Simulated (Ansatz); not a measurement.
Born–Oppenheimer molecular dynamics of CH8AlClOSi (13 atoms, charge 0, multiplicity 1). It starts at the highest image of a converged band. Of that band: Neighbouring images differ by up to 1.7 eV, so the band resolves the path poorly. A vibrational analysis at the climbing image gives one clearly imaginary mode, 1202i cm⁻¹: a first-order saddle point.

Level of theory: RHF/def2-SVP in Ansatz.

```json
{
  "ensemble": "NVE (velocity Verlet)",
  "time step": "0.5 fs",
  "steps asked": "200",
  "starting velocities drawn for": "300 K",
  "seed": "11187"
}
```

First frame:

```xyz
13
Properties=species:S:1:pos:R:3
Al 0.091 -0.742 0.018
Si 0.829 1.773 0.225
C -1.847 -0.925 0.034
O 1.114 -1.756 0.890
H 0.900 0.404 -1.287
Cl 0.881 -0.663 -2.306
H 0.042 2.799 -0.507
H 2.268 2.134 0.157
H 0.415 1.817 1.657
H -2.341 -0.239 -0.659
H -2.244 -0.731 1.034
H -2.138 -1.944 -0.240
H 2.032 -1.927 0.985
```

What does the run give?

The run went to its last step.

```
steps done                                               : 200
time covered                                             : 100 fs
mean temperature over the second half                    : 551 K
spread of the potential energy over the second half      : 6.3 meV per atom
mean potential energy of the second half above the start : -27.3 meV per atom
```

The conserved energy stayed within 0.15 meV per atom of its start (net change 0.13 meV per atom), so the integration is sound. The system heated up, since it started high on the potential surface and ran downhill. A run of 0.1 ps of so small a system gives no equilibrium averages. The orbitals stay closed-shell, which can raise the energy where a bond breaks towards radicals; this wasn't checked here.

What happens to the structure?

The step under study would form Al1–Cl6, Si2–H5 and break Al1–Si2, H5–Cl6. These pairs go: Al1–Cl6 2.46 → 3.97 Å, Si2–H5 2.04 → 5.18 Å, Al1–Si2 2.63 → 2.59 Å, H5–Cl6 1.48 → 1.30 Å. In the last frame they stand as before the step (other bonds may differ from the relaxed reactants and products). It ends as CH7AlOSi + ClH. Pairs count as bonded within 1.25 times the sum of covalent radii (0.12 Å more for H–H). The details hang on the random start.

How do temperature and energy run in time?


```
time (fs)  T (K)  potential energy less start (eV)  conserved less start (meV/atom)
      0.0    300                             0.000                             0.00
      8.0    171                             0.185                             0.08
     16.0    375                            -0.106                             0.04
     24.0    584                            -0.404                             0.06
     32.0    739                            -0.623                             0.08
     40.0    629                            -0.466                             0.10
     48.0    603                            -0.428                             0.13
     56.0    592                            -0.414                             0.11
     64.0    573                            -0.387                             0.14
     72.0    564                            -0.374                             0.08
     80.0    454                            -0.217                             0.13
     88.0    530                            -0.326                             0.06
     96.0    566                            -0.377                             0.05
```

Time of the run: 6.4 min on 2 threads of Arm Neoverse V1, with other jobs on the host, peak memory 0.28 GiB.
